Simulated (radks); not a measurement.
Problem. Coulomb parameter of the 3d shell of the nickel ion Ni+ in the model configuration [Ar] 3d8 4s1, as a second difference U = [E(n + 0.5) + E(n - 0.5) - 2 E(n)] / (0.5)^2 with all orbitals relaxed. "Bare": the charge of the atom changes with n. "Screened": the 4s shell takes up the change at fixed total charge, which measures U(3d,3d) + U(4s,4s) - 2 U(3d,4s). All-electron calculation, Dirac Kohn-Sham, PBE, spin-unpolarised, spherical densities, finite nucleus; open shells are shared between the two j in proportion to 2j + 1; Fermi nuclear charge, rms radius 3.7757 fm. Program: a radial shooting solver on a logarithmic mesh with Libxc functionals. Estimate both.

Solution. U(bare) = 15.327 eV, U(screened by 4s) = 3.795 eV.
